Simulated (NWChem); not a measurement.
Plane-wave run on MgS (cinnabar type)

```
CELL_PARAMETERS angstrom
      3.92983     0.00000     0.00000
     -1.96491     3.40333     0.00000
      0.00000     0.00000     9.00305
ATOMIC_POSITIONS crystal
  Mg 0.71980 0.00000 0.66667
  Mg 0.00000 0.71980 0.33333
  Mg 0.28020 0.28020 0.00000
  S  0.48890 0.00000 0.16667
  S  0.00000 0.48890 0.83333
  S  0.51110 0.51110 0.50000
```

Program: NWChem. Origin of the cell: lattice set by a structure generator, not relaxed at this level; this structure type may not be the compound's usual one.

Norm-conserving pseudopotentials with valence charges Mg 2, S 6, fixed occupations, no spin-orbit coupling, density cut at twice the wavefunction cutoff.

Level: LDA (Vosko), Troullier-Martins, cutoff 25 Ha, density from a 3×3×1 mesh. Bands run along Γ–M–K–Γ–A–L–H–A with k in units of the cell's reciprocal vectors.

Problem. What gap does the band structure show, and how wide is the group of occupied bands?

Solution. It shows a direct gap along this path of 2.22 eV at Γ. The 12 occupied bands reach 12.3 eV below the valence-band top.
